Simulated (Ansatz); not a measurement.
Abridged output of a molecular run in Ansatz:

```
Functional definition: HF
1618 factors; integrals over basis functions are off by at most 9.8e-4 eV
mean field evaluation 1: about -20939.0025 eV, gradient 3.3e1 eV
mean field evaluation 2: about -20939.0092 eV, gradient 3.3e1 eV
mean field evaluation 4: about -20943.9998 eV, gradient 3.5e0 eV
mean field evaluation 8: about -20944.1589 eV, gradient 1.9e-1 eV
mean field -20944.16002789 eV, -769.6836845636 hartree, gradient 7.7e-6 eV, S^2 0.761920; 0 other end points of the search recorded, 0 dependent functions left out
13 core orbitals not correlated: weight in the atoms' cores, before any rotation towards them, 1.000 or more for the frozen orbitals, at most 0.000 for the correlated occupied ones
reference -20944.16002789 eV, -769.6836845636 hartree; 16, 15 occupied and 246, 247 virtual orbitals, 1618 factors
second order -23.80003851 eV of doubles, -0.00000000 eV of singles
cycle   1  -24.34018227 eV  change   -5.4e-1 eV  update   1.2e-1
cycle   2  -24.97851371 eV  change   -6.4e-1 eV  update   3.6e-2
cycle   3  -25.14215668 eV  change   -1.6e-1 eV  update   2.1e-2
cycle   4  -25.13064625 eV  change    1.2e-2 eV  update   6.7e-3
cycle   5  -25.12869727 eV  change    1.9e-3 eV  update   3.7e-3
cycle   6  -25.12995188 eV  change   -1.3e-3 eV  update   1.4e-3
cycle   7  -25.12965969 eV  change    2.9e-4 eV  update   6.7e-4
cycle   8  -25.12988732 eV  change   -2.3e-4 eV  update   2.8e-4
cycle   9  -25.13003624 eV  change   -1.5e-4 eV  update   1.2e-4
cycle  10  -25.12997180 eV  change    6.4e-5 eV  update   5.5e-5
cycle  11  -25.12998897 eV  change   -1.7e-5 eV  update   2.6e-5
perturbative correction -0.92562832 eV, -0.0340162133 hartree
Total energy: -20970.21564518 eV, -770.6412108377 hartree
Checks for a lower state left out: cluster_reference
```

Its atoms:

Cartesian coordinates in Å:
```
C -0.866 -2.078 -0.516
O -0.185 -0.853 -0.684
Si -0.512 0.551 0.093
O -0.744 0.155 1.687
Si 1.374 1.922 -0.275
H -0.986 -2.324 0.542
H -1.854 -2.042 -0.986
H -0.278 -2.860 -0.999
H -1.230 0.784 2.222
H 1.167 3.191 0.477
H 1.455 2.243 -1.725
H 2.659 1.310 0.165
```

Which basis set was used?
A. def2-TZVPP
B. cc-pV(D+d)Z
C. def2-SVP
D. def2-SVPD

A. It gives 275 functions.

Write the keys of the input that set method, charge and spin (a neutral closed shell needs none for the last two).


```yaml
magnetization: {spin_polarized: true, initial_magnetization: 1}
correlation: {method: ccsd_t}
scf: {omitted_lower_state_checks: [cluster_reference]}
```
